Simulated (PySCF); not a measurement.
Cl2Sr. Atoms are numbered in the order given.

```xyz
3

Sr     0.0000     0.0000     0.3808
Cl     0.0000     2.4729    -0.4256
Cl     0.0000    -2.4729    -0.4256
```
Charge 0, spin multiplicity 1.

Coordinates come from a PBE0-D3(BJ)/def2-TZVP optimisation. The isomer is the one that the SMILES or the coordinates give; other isomers of the formula were not compared. The def2 effective core potentials stand for the cores of Sr; spin–orbit coupling is left out.

Method: r2SCAN/def2-TZVPD (PySCF).

Mulliken values depend strongly on the basis, most of all with diffuse functions as here. ESP charges are fitted to the potential on shells at 1.4 to 2.0 van der Waals radii. Atomic charges (e):

```csv
atom,Mulliken,ESP fit
Sr1,1.58,1.20
Cl2,-0.79,-0.60
Cl3,-0.79,-0.60
```
